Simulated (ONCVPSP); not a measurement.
**Plane-wave convergence, ONCV potential for C**

* Element: carbon (C)
* Generator: ONCVPSP 4.0.1
* Type: optimised norm-conserving Vanderbilt (ONCV)
* Functional: PBE
* Relativity: scalar-relativistic
* Frozen core: [He]
* Valence charge: 4
* Reference configuration: 2s2 2p2
* Partial waves: 2s: rc 1.10 bohr, ncon 4, nbas 7, qcut 6.2 1/bohr, local; 2p: rc 3.00 bohr, ncon 4, nbas 9, qcut 4.9 1/bohr, 2 projectors, debl 3.1 Ha
* Local potential: the s channel
* Core correction: polynomial model core, fcfact 0.7

**Question.** For each optimised wave give the share of its norm inside rc, the residual kinetic energy above qcut (Ha) and the cutoffs (Ha) for errors of 10, 1, 0.1 and 0.01 mHa per electron.

**Answer.**

```
         wave  norm inside rc  residual KE  10 mHa  1 mHa  0.1 mHa  0.01 mHa
           2s           0.270      1.0e-03    12.1   19.3     73.2      96.9
           2p           0.886      1.9e-07     5.8    7.6      9.1      10.4
p projector 2           0.209      1.1e-04     8.9   10.7     12.3      34.9
```

The occupied waves need 19 Ha and 73 Ha for 1 and 0.1 mHa. Its largest configuration-test error is +2302 meV.
